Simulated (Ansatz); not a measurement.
`C[CH2][Mg][Cl]`. Total charge 0; spin multiplicity 1.

```
atom   x (Å)   y (Å)   z (Å)
  C1  -0.049   1.139  -0.434
  C2  -0.525  -0.304  -0.265
 Mg3   0.628  -1.519   0.977
 Cl4   1.845  -2.793   2.287
  H5   0.957   1.194  -0.861
  H6  -0.704   1.716  -1.098
  H7  -0.017   1.677   0.518
  H8  -1.551  -0.316   0.122
  H9  -0.585  -0.794  -1.245
```

**Question.** List the harmonic frequencies (cm⁻¹, unscaled) at PBE0-D4/def2-TZVP in Ansatz. (An estimate is asked.)

**Answer.** The calculation gave: 68, 92, 214, 224, 366, 550, 602, 917, 950, 1020, 1175, 1253, 1405, 1444, 1490, 1502, 3019, 3025, 3061, 3077, 3099.

**Question.** Is this a minimum?

**Answer.** Yes, all 21 modes are real.

**Question.** Give the ideal-gas thermochemistry at 298.15 K and 1 bar (rigid rotor, harmonic oscillator; point group Cs, symmetry number 1).

**Answer.** Zero-point energy 170.8 kJ/mol; H(298) − E = 189.9 kJ/mol; entropy 335.2 J/(mol·K), of which translation 164.8, rotation 110.4, vibration 60.0; G(298) − E = 89.9 kJ/mol. Modes under 100 cm⁻¹ are hindered rotations or soft bends, so the harmonic entropy is rough.

**Question.** And at 400, 500, 600, 800 and 1000 K?

**Answer.** 
```tsv
T (K)	H − E (kJ/mol)	S (J/mol/K)	G − E (kJ/mol)
400	199.7	363.4	54.3
500	210.7	387.9	16.7
600	222.9	410.2	-23.2
800	250.2	449.4	-109.2
1000	280.6	483.2	-202.6
```
